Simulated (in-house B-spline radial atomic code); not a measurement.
## Excitations of B IV (B3+) by several methods

Full response, energies in eV; labels give the largest channel, * marks a mixed state, a dash one above the method's threshold, and an imaginary frequency an unstable closed-shell reference. Computed with an all-electron radial atomic-structure program (B-spline basis): linear response of the closed shell 1s2 with each method's own kernel (bare exchange for TDHF, static screening on G0W0 levels for BSE, the adiabatic kernel for functionals); non-relativistic, point nucleus, no spin-orbit coupling, no double excitations, S, P, D and F terms only.

| method | 1s → 2s 3S | 1s → 2s 1S | 1s → 2p 3P | α (bohr³) |
| --- | --- | --- | --- | --- |
| TDHF | 198.34 | 203.28 | 202.96 | 0.01955 |
| BSE on G0W0@HF | 198.39 | 203.13 | 202.77 | 0.01946 |
| LDA VWN5 | 186.87 | 190.16 | 191.67 | 0.02094 |
| PBE | ? | ? | ? | ? |
| PBE0 | ? | ? | ? | ? |
| B3LYP (VWN-RPA) | 188.50 | 193.52 | 193.31 | 0.02029 |
| CAM-B3LYP | 187.81 | 192.72 | 192.78 | 0.02029 |
| LC-wPBE | 186.52 | 190.04 | 191.64 | 0.02051 |
| wB97X | 189.98 | 194.03 | 195.44 | 0.02005 |
| HSE06 | 190.97 | 195.00 | 195.71 | 0.02023 |
| BHandHLYP | 191.15 | 196.97 | 195.93 | 0.01998 |
| BLYP | 185.74 | 190.83 | 190.59 | 0.02046 |
| PBEsol | 187.10 | 190.76 | 191.95 | 0.02068 |
| BP86 | 188.69 | 192.07 | 193.58 | 0.02038 |
| LDA exchange-only | 184.79 | 188.52 | 189.66 | 0.02108 |
| B97-1 | 190.47 | 194.81 | 195.61 | 0.02021 |
| RPBE | 187.96 | 191.72 | 192.83 | 0.02044 |
| OLYP | 184.99 | 190.16 | 190.10 | 0.02044 |

(1) What does PBE0 give?

(2) What does PBE give?

Results:

(1) 1s → 2s 3S: 190.87; 1s → 2s 1S: 194.87; 1s → 2p 3P: 195.63; α: 0.02023 (eV, bohr³).

(2) 1s → 2s 3S: 187.94; 1s → 2s 1S: 191.69; 1s → 2p 3P: 192.77; α: 0.02049 (eV, bohr³).
